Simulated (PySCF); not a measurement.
The PySCF input:
```python
from pyscf import gto, scf, mp

mol = gto.Mole()
mol.atom = '''
    B    -0.00000000   -0.00000000   -0.77004248
    F     0.00000000    0.00000000    0.42780138
'''
mol.basis = 'cc-pvtz'
mol.charge = 1
mol.spin = 1
mol.verbose = 4
mol.build()

mf = scf.UHF(mol)
mf.kernel()

pt = mp.MP2(mf)
pt.kernel()
print('E(MP2) = %.10f' % pt.e_tot)
```

Task: What does this run give for the MP2 correlation energy, SCF-reference HOMO energy, number of basis functions, nuclear repulsion energy, total energy?

Result: 
```json
{
  "MP2 correlation energy": "-0.3125 Eh",
  "SCF-reference HOMO energy": "-24.04 eV",
  "number_of_basis_functions": "60",
  "nuclear_repulsion_energy": "19.8799 Eh",
  "total_energy": "-124.1082 Eh"
}
```

These values belong to the state on which the SCF converged, which isn't shown to be the lowest.
